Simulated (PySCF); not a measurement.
## ECD: `N#C[C@@H]1C=CO[C@H]1OC=O`, C₆H₅NO₃

Molfile (atoms numbered from 1):
```
C6H5NO3
     RDKit          3D

 15 15  0  0  0  0  0  0  0  0999 V2000
   -2.0761   -1.7666    1.8859 N   0  0  0  0  0  0  0  0  0  0  0  0
   -1.4849   -0.9111    1.4141 C   0  0  0  0  0  0  0  0  0  0  0  0
   -0.7509    0.1698    0.7976 C   0  0  2  0  0  0  0  0  0  0  0  0
   -1.6242    0.9816   -0.1311 C   0  0  0  0  0  0  0  0  0  0  0  0
   -1.1650    0.8374   -1.3647 C   0  0  0  0  0  0  0  0  0  0  0  0
   -0.0732    0.0248   -1.4747 O   0  0  0  0  0  0  0  0  0  0  0  0
    0.3358   -0.3402   -0.1823 C   0  0  1  0  0  0  0  0  0  0  0  0
    1.5600    0.3207    0.1261 O   0  0  0  0  0  0  0  0  0  0  0  0
    2.6974   -0.3374   -0.0996 C   0  0  0  0  0  0  0  0  0  0  0  0
    2.8097   -1.4571   -0.4847 O   0  0  0  0  0  0  0  0  0  0  0  0
   -0.2875    0.7799    1.5810 H   0  0  0  0  0  0  0  0  0  0  0  0
   -2.4667    1.5510    0.2010 H   0  0  0  0  0  0  0  0  0  0  0  0
   -1.5176    1.2461   -2.2927 H   0  0  0  0  0  0  0  0  0  0  0  0
    0.5060   -1.4249   -0.1539 H   0  0  0  0  0  0  0  0  0  0  0  0
    3.5328    0.3340    0.1562 H   0  0  0  0  0  0  0  0  0  0  0  0
  1  2  3  0
  2  3  1  0
  3  4  1  0
  4  5  2  0
  5  6  1  0
  6  7  1  0
  7  8  1  0
  8  9  1  0
  9 10  2  0
  7  3  1  0
  3 11  1  1
  4 12  1  0
  5 13  1  0
  7 14  1  6
  9 15  1  0
M  END
```

Theory: TDDFT CAM-B3LYP/def2-SVPD circular dichroism and optical rotation, one conformer, gas phase (PySCF). Geometry: GFN2-xTB.

The molecule is flexible and this is one conformer; a measurement averages over conformers.

Task: Assign R or S to each stereocentre.

Result: C3 S, C7 S.

Task: List the lowest 12 singlet excitations with oscillator and rotatory strengths.

Result: Rotatory strengths R in 10⁻⁴⁰ esu² cm², velocity form and length form (origin at the centre of mass); f in length form.
```tsv
state	E (eV)	λ (nm)	f	R (velocity)	R (length)	main
1	5.89	210	0.003	-5.4	-5.3	HOMO−1→LUMO 0.63, HOMO−1→LUMO+1 0.21
2	6.55	189	0.175	-50.1	-46.3	HOMO→LUMO+1 0.47, HOMO→LUMO 0.46
3	6.85	181	0.012	+8.8	+7.5	HOMO→LUMO+2 0.46, HOMO→LUMO+1 0.24
4	7.17	173	0.004	-6.6	-7.7	HOMO→LUMO+2 0.38, HOMO→LUMO 0.30
5	7.42	167	0.008	+6.6	+4.5	HOMO→LUMO+3 0.59, HOMO→LUMO+6 0.25
6	7.59	163	0.021	-0.2	+1.2	HOMO→LUMO+4 0.63, HOMO→LUMO+7 0.12
7	7.78	159	0.001	+0.5	+0.3	HOMO−3→LUMO+6 0.18, HOMO−3→LUMO+3 0.11
8	7.92	157	0.008	+8.2	+7.5	HOMO→LUMO+5 0.67
9	8.08	154	0.004	+2.9	+2.0	HOMO−2→LUMO+1 0.18, HOMO−2→LUMO 0.14
10	8.11	153	0.004	-1.1	-1.0	HOMO→LUMO+7 0.27, HOMO→LUMO+6 0.10
11	8.16	152	0.010	-8.6	-8.9	HOMO→LUMO+7 0.33, HOMO→LUMO+8 0.09
12	8.29	150	0.009	+2.7	+4.3	HOMO→LUMO+6 0.40, HOMO→LUMO+8 0.30
```

For state 6 the two forms differ in sign, so the sign of R isn't settled.

Among the states computed, the strongest CD band (largest |R|) is state 2. The largest dissymmetry factor in size, g = 4R/(D+G), with D and G the electric and magnetic dipole strengths, is -0.015 for state 4 (velocity form, f = 0.005), among bands with |R| over 0.5. The mirror image has the same energies and oscillator strengths and all R with the opposite sign.
